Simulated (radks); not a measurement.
Polarisabilities and homonuclear dispersion coefficients (atomic units). Code: a radial shooting solver on a logarithmic mesh with Libxc functionals. Model: scalar-relativistic Kohn-Sham, PBE, spin-polarised, spherical densities, finite nucleus; open shells are filled with parallel spins first (spin-orbit coupling, left out, can overturn this in heavy ions); Fermi nuclear charge, rms radius of each element as measured or else 0.836 A^(1/3) + 0.57 fm. Response by self-consistent Sternheimer equations with the Hartree and adiabatic LDA kernel, the relativistic mass of each level held fixed and spin-orbit coupling left out. For heavy and open-shell atoms this level of theory can miss by tens of per cent. "Uncoupled" leaves out the induced potential. Quadrupole and octupole values are given only where no p, d or f shell is open.

Xe: configuration [Xe]; alpha1 (bohr^3) 28.92; alpha1, uncoupled 47.66; alpha2 (bohr^5) 233.6; alpha3 (bohr^7) 3992; C6 308.0; C8 12930; recommended alpha1 27.32 +/- 0.2
Cs+: configuration [Xe]; alpha1 (bohr^3) 16.27; alpha1, uncoupled 27.37; alpha2 (bohr^5) 91.95; alpha3 (bohr^7) 1044; C6 141.2; C8 4252
Ba2+: configuration [Xe]; alpha1 (bohr^3) 10.73; alpha1, uncoupled 18.20; alpha2 (bohr^5) 47.70; alpha3 (bohr^7) 404.7; C6 78.87; C8 1876
La3+: configuration [Xe]; alpha1 (bohr^3) 7.696; alpha1, uncoupled 13.10; alpha2 (bohr^5) 28.62; alpha3 (bohr^7) 190.9; C6 49.10; C8 966.5
Ce4+: configuration [Xe]; alpha1 (bohr^3) 5.815; alpha1, uncoupled 9.911; alpha2 (bohr^5) 19.03; alpha3 (bohr^7) 101.6; C6 32.76; C8 549.0
Pr5+: configuration [Xe]; alpha1 (bohr^3) 4.555; alpha1, uncoupled 7.764; alpha2 (bohr^5) 14.11; alpha3 (bohr^7) 58.74; C6 22.95; C8 333.0
Nd6+: configuration [Kr] 4d10 4f2 5s2 5p4; alpha1 (bohr^3) 3.682; alpha1, uncoupled 6.311; C6 15.54
Pm7+: configuration [Kr] 4d10 4f3 5s2 5p3; alpha1 (bohr^3) 2.959; alpha1, uncoupled 5.056; C6 10.79
Sm8+: configuration [Kr] 4d10 4f4 5s2 5p2; alpha1 (bohr^3) 2.407; alpha1, uncoupled 4.105; C6 7.578

Recommended values: Schwerdtfeger and Nagle, table of static dipole polarisabilities (2023 update), measured or computed.
